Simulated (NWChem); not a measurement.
System: AlSiH3O2F2; SMILES [OH][Al]([OH])[SiH](F)F

The following NWChem deck was run.

```
start job
memory heap 200 mb stack 900 mb global 1100 mb
geometry units angstroms
  Si    -1.099948    -0.330080     0.106966
  F     -1.756075     0.666622     1.189700
  F     -1.844908     0.184428    -1.225876
  Al     1.281081    -0.102295    -0.027780
  O      2.007561    -1.549506     0.269280
  O      1.860956     1.395562    -0.381585
  H     -1.807297    -1.580900     0.382368
  H      2.478988    -2.354002     0.432497
  H      2.151926     2.273064    -0.587216
end
basis spherical
  * library def2-svp
end
dft
  xc xpbe96 cpbe96
  disp vdw 4
  iterations 150
end
driver
  maxiter 120
end
task dft optimize
task dft freq
```

The level has its own optimisation; frequencies are unscaled.

Task: What results follow from this input? (PBE-D3(BJ)/def2-SVP.) Quantities: r F–Si (Å); r Al–Si (Å); r H–Si (Å); r H–O (Å); highest harmonic frequency (cm⁻¹); lowest (cm⁻¹); zero-point energy (kcal/mol); dipole (D).

Result: 
```yaml
r F–Si (Å): 1.640
r Al–Si (Å): 2.441
r H–Si (Å): 1.503
r H–O (Å): 0.969
highest harmonic frequency (cm⁻¹): 3830
lowest (cm⁻¹): -4
zero-point energy (kcal/mol): 25.7
dipole (D): 4.21
```
